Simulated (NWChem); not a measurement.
All runs are NWChem calculations. System: CHCl, charge 0, spin multiplicity 1, at a geometry optimised with PBE0/def2-SVP. The structure started from a generated list of species. Level: G0W0@BHandHLYP/def2-TZVP, RI basis def2-tzvp-rifit.

Input file:

```
start mol
memory heap 200 mb stack 700 mb global 1700 mb
geometry units angstroms nocenter noautoz
  C      1.057882    -0.546632     0.000000
  Cl    -0.475221     0.172405     0.000000
  H      1.731471     0.348912     0.000000
  symmetry group Cs
end
basis spherical
  * library def2-tzvp
end
basis "ri basis" bse spherical
  * library def2-tzvp-rifit
end
dft
  xc bhlyp
  iterations 100
  direct
  tolerances tight
end
task dft energy
gw
  states alpha occ 4 vir 2
end
task dft gw
```

Part of the output:

```
             Northwest Computational Chemistry Package (NWChem) 7.3.0
             --------------------------------------------------------

                                NWChem Input Module
                                -------------------

 Scaling coordinates for geometry "geometry" by  1.889725989
 (inverse scale =  0.529177249)

 Turning off AUTOSYM since
 SYMMETRY directive was detected!

                             Geometry "geometry" -> ""
                             -------------------------

 Output coordinates in angstroms (scale by  1.889725989 to convert to a.u.)

  No.       Tag          Charge          X              Y              Z
 ---- ---------------- ---------- -------------- -------------- --------------
    1 C                    6.0000     1.05788200    -0.54663200     0.00000000
    2 Cl                  17.0000    -0.47522100     0.17240500     0.00000000
    3 H                    1.0000     1.73147100     0.34891200     0.00000000

 Effective nuclear repulsion energy (a.u.)      38.7725119708

            Nuclear Dipole moment (a.u.)
            ----------------------------
        X                 Y               Z
 ---------------- ---------------- ----------------
     0.0000113384     0.0000094486     0.0000000000

      Symmetry information
      --------------------

 Group name             Cs
 Group number              2
 Group order               2
 No. of unique centers     3

      Symmetry unique atoms

     1    2    3


 Summary of "ao basis" -> "" (spherical)
 ------------------------------------------------------------------------------
       Tag                 Description            Shells   Functions and Types
 ---------------- ------------------------------  ------  ---------------------
 *                         def2-tzvp                  on all atoms

 new library libraries.bse/

 Summary of "ri basis" -> "" (spherical)
 ------------------------------------------------------------------------------
       Tag                 Description            Shells   Functions and Types
 ---------------- ------------------------------  ------  ---------------------
 *                      def2-tzvp-rifit               on all atoms

                                 NWChem DFT Module
                                 -----------------

 Summary of "ao basis" -> "ao basis" (spherical)
 ------------------------------------------------------------------------------
       Tag                 Description            Shells   Functions and Types
 ---------------- ------------------------------  ------  ---------------------
 C                         def2-tzvp                11       31   5s3p2d1f
 Cl                        def2-tzvp                13       37   5s5p2d1f
 H                         def2-tzvp                 4        6   3s1p

 Summary of "ao basis" -> "ao basis" (spherical)
 ------------------------------------------------------------------------------
       Tag                 Description            Shells   Functions and Types
 ---------------- ------------------------------  ------  ---------------------
 C                         def2-tzvp                11       31   5s3p2d1f
 Cl                        def2-tzvp                13       37   5s5p2d1f
 H                         def2-tzvp                 4        6   3s1p

      Symmetry analysis of basis
      --------------------------

        a'         51
        a"         23

            General Information
            -------------------
[...]
    47      0.326085  2 Cl py                 7     -0.318817  1 C  py
     5      0.297725  1 C  s                 50      0.271703  2 Cl py
     4      0.264198  1 C  s                 10     -0.264420  1 C  py
    70     -0.170171  3 H  s                  3      0.167266  1 C  s
    13     -0.162814  1 C  py                44      0.161284  2 Cl py

 Vector   13  Occ=0.000000D+00  E=-7.250501D-02  Symmetry=a"
              MO Center=  8.0D-01, -3.9D-01, -2.4D-14, r^2= 2.0D+00
   Bfn.  Coefficient  Atom+Function         Bfn.  Coefficient  Atom+Function
  ----- ------------  ---------------      ----- ------------  ---------------
    14      0.472478  1 C  pz                 8      0.375228  1 C  pz
    11      0.359027  1 C  pz                51     -0.313365  2 Cl pz
    48     -0.213704  2 Cl pz                45     -0.118148  2 Cl pz
    39      0.084732  2 Cl pz                60     -0.062720  2 Cl d  1
    55     -0.046152  2 Cl d  1              42      0.042021  2 Cl pz

 Vector   14  Occ=0.000000D+00  E= 7.983972D-02  Symmetry=a'
              MO Center=  9.3D-01,  2.3D-01,  1.3D-14, r^2= 4.1D+00
   Bfn.  Coefficient  Atom+Function         Bfn.  Coefficient  Atom+Function
  ----- ------------  ---------------      ----- ------------  ---------------
    71      1.651554  3 H  s                  5     -0.975713  1 C  s
     4     -0.776465  1 C  s                 13     -0.666615  1 C  py
    36      0.650241  2 Cl s                 49      0.622374  2 Cl px
     9      0.256417  1 C  px                50     -0.218095  2 Cl py
    46      0.199812  2 Cl px                70     -0.187715  3 H  s

 Vector   15  Occ=0.000000D+00  E= 1.094902D-01  Symmetry=a'
              MO Center=  7.7D-01,  3.0D-01,  5.9D-15, r^2= 4.5D+00
   Bfn.  Coefficient  Atom+Function         Bfn.  Coefficient  Atom+Function
  ----- ------------  ---------------      ----- ------------  ---------------
    71      1.871117  3 H  s                 12     -1.246616  1 C  px
    36     -1.160876  2 Cl s                 49     -0.769302  2 Cl px
    50      0.501259  2 Cl py                 9     -0.366714  1 C  px
     5     -0.252447  1 C  s                  6     -0.252689  1 C  px
    13     -0.247447  1 C  py                 4      0.206719  1 C  s

 center of mass
 --------------
 x =  -0.08580093 y =  -0.00705593 z =   0.00000000

 moments of inertia (a.u.)
 ------------------
          16.952191903136          32.866488860582           0.000000000000
          32.866488860582          86.595126427643           0.000000000000
           0.000000000000           0.000000000000         103.547318330779

     Multipole analysis of the density
     ---------------------------------

     L   x y z        total         alpha         beta         nuclear
     -   - - -        -----         -----         ----         -------
     0   0 0 0     -0.000000    -12.000000    -12.000000     24.000000

     1   1 0 0      0.044365      0.022177      0.022177      0.000011
     1   0 1 0      0.628445      0.314218      0.314218      0.000009
     1   0 0 1     -0.000000     -0.000000     -0.000000      0.000000

     2   2 0 0    -13.332205    -30.863407    -30.863407     48.394609
     2   1 1 0      1.452333      8.329534      8.329534    -15.206735
     2   1 0 1      0.000000      0.000000      0.000000      0.000000
     2   0 2 0    -16.166777    -12.404159    -12.404159      8.641540
     2   0 1 1     -0.000000     -0.000000     -0.000000      0.000000
     2   0 0 2    -13.489561     -6.744780     -6.744780      0.000000

 Task  times  cpu:        3.9s     wall:        3.9s

                                NWChem Input Module
                                -------------------

                                 NWChem GW Module
                                 ----------------

                             ***********************
                             ***        GW       ***
                             ***********************

 Summary of "ri basis" -> "ri basis" (spherical)
 ------------------------------------------------------------------------------
       Tag                 Description            Shells   Functions and Types
 ---------------- ------------------------------  ------  ---------------------
 C                      def2-tzvp-rifit             22       76   8s6p4d3f1g
 Cl                     def2-tzvp-rifit             29      113   9s7p6d5f2g
 H                      def2-tzvp-rifit              7       15   4s2p1d

                 Memory Information
                 ------------------
          Available GA per process is          1700.0 MBs
          Available stack per process is        700.0 MBs
          Available heap per process is           0.0 MBs

          Peak memory in Initialization
              Peak GA per process is                  2.0 MBs
              Peak stack per process is               0.1 MBs
              Peak heap per process is                2.2 MBs
              Memory not in MA per process            0.0 MBs

          Peak memory in AFF Calculation
              Peak GA per process is                  7.0 MBs
              Peak stack per process is               4.2 MBs
              Peak heap per process is                0.0 MBs
              Memory not in MA per process            4.2 MBs

          Computing 2-center integrals
          Computing Inverse Cholesky factor
          Computing 3-center integrals
          Computing V_xc ...

          Computing Sigma_x
          Computing RPA polarizability
          Solving quasiparticle equations

                  Alpha Orbitals
          State     Energy (eV)     Error (eV)
          -----------------------------------
@GW         9        -15.543           0.003
@GW        10        -13.501           0.003
@GW        11        -13.203           0.003
@GW        12         -9.817           0.003
@GW        13         -0.642           0.003
@GW        14          3.655           0.003

   Applying  -1.4022 eV scissor-shift to rest of particle states

   Applying   1.3305 eV scissor-shift to rest of hole states

     GW Timing Statistics
   ------------------------
   Init.   :          0.1s
     ERIs  :          0.2s
     Distr.:          0.0s
     Vxc   :          0.5s
   Sigma_x :          0.0s
   RPA     :          0.1s
   Wmn     :          0.0s
   Sigma_c :          0.0s
   GW total:          0.8s

 Task  times  cpu:        0.8s     wall:        0.8s

 Total times  cpu:        4.8s     wall:        4.8s
```
